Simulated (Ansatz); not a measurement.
Ansatz (an electronic-structure program) input (wB97X-V/def2-TZVP):

Ansatz 0.2 input:
```yaml
crystal:
  periodic: [false, false, false]
  atoms:
    - {symbol: Si, position_ang: [-1.07247936, 0.08671498, 0.21192337]}
    - {symbol: P, position_ang: [1.12328073, -0.06802843, -0.33237524]}
    - {symbol: H, position_ang: [-1.81711390, -0.89255904, -0.61340246]}
    - {symbol: H, position_ang: [-1.53175281, 1.45323290, -0.12913028]}
    - {symbol: H, position_ang: [-1.35648375, -0.17410058, 1.64265359]}
    - {symbol: H, position_ang: [1.31288995, -1.29737137, 0.35134168]}
    - {symbol: H, position_ang: [1.55796051, 0.71721488, 0.76723878]}
basis:
  gaussian:
    orbitals: def2-TZVP
hamiltonian:
  xc: {name: wB97X-V}
relax: {f_tol: 0.003, max_steps: 100}
```

Output:

```
Functional definition: wB97X-V
integrals: 0.05 GiB planned
742 factors; their error is unknown
integrals: 0.08 GiB planned
246 factors; integrals over basis functions are off by at most 9.5e-7 eV
mean field: 0.41 GiB planned
mean field evaluation 1: about -17245.1134 eV, gradient 8.6e0 eV
mean field evaluation 2: about -17245.4476 eV, gradient 3.2e0 eV
mean field evaluation 4: about -17245.4853 eV, gradient 1.8e-1 eV
mean field evaluation 8: about -17245.5144 eV, gradient 2.3e-2 eV
mean field -17245.51438570 eV, -633.7609642449 hartree, gradient 6.9e-5 eV, S^2 0.000000; 0 other end points of the search recorded, 0 dependent functions left out
the calculation of the forces begins
reference -17245.51438377 eV, -633.7609641741 hartree; 17, 17 occupied and 87, 87 virtual orbitals, 742 factors
relax step   1: F+E_penalty+E_count = -17245.51438570 eV  Δ(F+E_penalty+E_count) = +0.000e0 eV  max|allowed force component| = 1.934e-1 eV/Å  Δτ_max = 0.0000 Å  (25 SCF iters, accepted)
these checks for a lower state are left out or cut short: starts, cluster_reference, orbital_swaps, neighbouring_geometries, increment
integrals: 0.05 GiB planned
742 factors; their error is unknown
integrals: 0.08 GiB planned
246 factors; integrals over basis functions are off by at most 9.5e-7 eV
mean field: 0.41 GiB planned
mean field evaluation 16: about -17245.4865 eV, gradient 5.5e-1 eV
mean field -17245.51603211 eV, -633.7610247493 hartree, gradient 1.7e-5 eV, S^2 0.000000; 0 other end points of the search recorded, 0 dependent functions left out
the calculation of the forces begins
reference -17245.51603018 eV, -633.7610246785 hartree; 17, 17 occupied and 87, 87 virtual orbitals, 742 factors
relax step   2: F+E_penalty+E_count = -17245.51603211 eV  Δ(F+E_penalty+E_count) = -1.646e-3 eV  max|allowed force component| = 6.440e-2 eV/Å  Δτ_max = 0.0197 Å  (30 SCF iters, accepted)
these checks for a lower state are left out or cut short: starts, cluster_reference, orbital_swaps, neighbouring_geometries, increment
integrals: 0.05 GiB planned
742 factors; their error is unknown
integrals: 0.08 GiB planned
246 factors; integrals over basis functions are off by at most 9.4e-7 eV
mean field: 0.41 GiB planned
mean field -17245.51629261 eV, -633.7610343227 hartree, gradient 2.3e-5 eV, S^2 0.000000; 0 other end points of the search recorded, 0 dependent functions left out
the calculation of the forces begins
reference -17245.51629069 eV, -633.7610342519 hartree; 17, 17 occupied and 87, 87 virtual orbitals, 742 factors
relax step   3: F+E_penalty+E_count = -17245.51629261 eV  Δ(F+E_penalty+E_count) = -2.605e-4 eV  max|allowed force component| = 5.545e-3 eV/Å  Δτ_max = 0.0059 Å  (24 SCF iters, accepted)
these checks for a lower state are left out or cut short: starts, cluster_reference, orbital_swaps, neighbouring_geometries, increment
integrals: 0.05 GiB planned
742 factors; their error is unknown
integrals: 0.08 GiB planned
246 factors; integrals over basis functions are off by at most 9.5e-7 eV
mean field: 0.41 GiB planned
mean field evaluation 32: about -17245.5163 eV, gradient 4.9e-2 eV
mean field -17245.51631076 eV, -633.7610349896 hartree, gradient 6.1e-5 eV, S^2 0.000000; 0 other end points of the search recorded, 0 dependent functions left out
the calculation of the forces begins
reference -17245.51630883 eV, -633.7610349188 hartree; 17, 17 occupied and 87, 87 virtual orbitals, 742 factors
relax step   4: F+E_penalty+E_count = -17245.51631076 eV  Δ(F+E_penalty+E_count) = -1.815e-5 eV  max|allowed force component| = 2.549e-3 eV/Å  Δτ_max = 0.0018 Å  (20 SCF iters, accepted)
integrals: 0.05 GiB planned
742 factors; their error is unknown
integrals: 0.08 GiB planned
246 factors; integrals over basis functions are off by at most 9.5e-7 eV
mean field: 0.41 GiB planned
mean field -17245.51631076 eV, -633.7610349896 hartree, gradient 6.1e-5 eV, S^2 0.000000; 1 other end points of the search recorded, 0 dependent functions left out
the calculation of the forces begins
reference -17245.51630883 eV, -633.7610349188 hartree; 17, 17 occupied and 87, 87 virtual orbitals, 742 factors
Total energy: -17245.51630883 eV, -633.7610349188 hartree
Atom 0 at    -1.066784     0.086994     0.207218 Å, force     0.002549    -0.000347     0.000180 eV/Å
Atom 1 at     1.116100    -0.068235    -0.327145 Å, force    -0.001991    -0.000274     0.002499 eV/Å
Atom 2 at    -1.816250    -0.894764    -0.614990 Å, force    -0.000402    -0.000345    -0.000612 eV/Å
Atom 3 at    -1.530330     1.455619    -0.129770 Å, force    -0.000283     0.000639    -0.000409 eV/Å
Atom 4 at    -1.340517    -0.175862     1.641776 Å, force    -0.000998     0.000009     0.000546 eV/Å
Atom 5 at     1.304375    -1.297691     0.352410 Å, force     0.000652     0.000893    -0.000951 eV/Å
Atom 6 at     1.549707     0.719041     0.768750 Å, force     0.000473    -0.000575    -0.001254 eV/Å
Dipole moment:    -0.032977    -0.025867     0.144732 e Å
```
